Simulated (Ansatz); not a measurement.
Ansatz (a first-principles code) input:

Ansatz 0.2 input:
```yaml
crystal:
  periodic: [false, false, false]
  atoms:
    - {symbol: Ge, position_ang: [0.00408584, -0.02240011, 1.01413578]}
    - {symbol: Cl, position_ang: [1.22265870, 1.37942719, -0.48171603]}
    - {symbol: Cl, position_ang: [-1.21598961, -1.41643205, -0.48765298]}
basis:
  gaussian:
    orbitals: def2-TZVP
hamiltonian:
  xc: b3lyp
  dispersion: d3bj
total_charge: -1
magnetization: {spin_polarized: true, initial_magnetization: 1}
relax: {f_tol: 0.002, max_steps: 150}
```

Question: Predict the final energy.

Answer: -2997.65372 Eh (B3LYP-D3(BJ)/def2-TZVP). The basis has 122 functions.
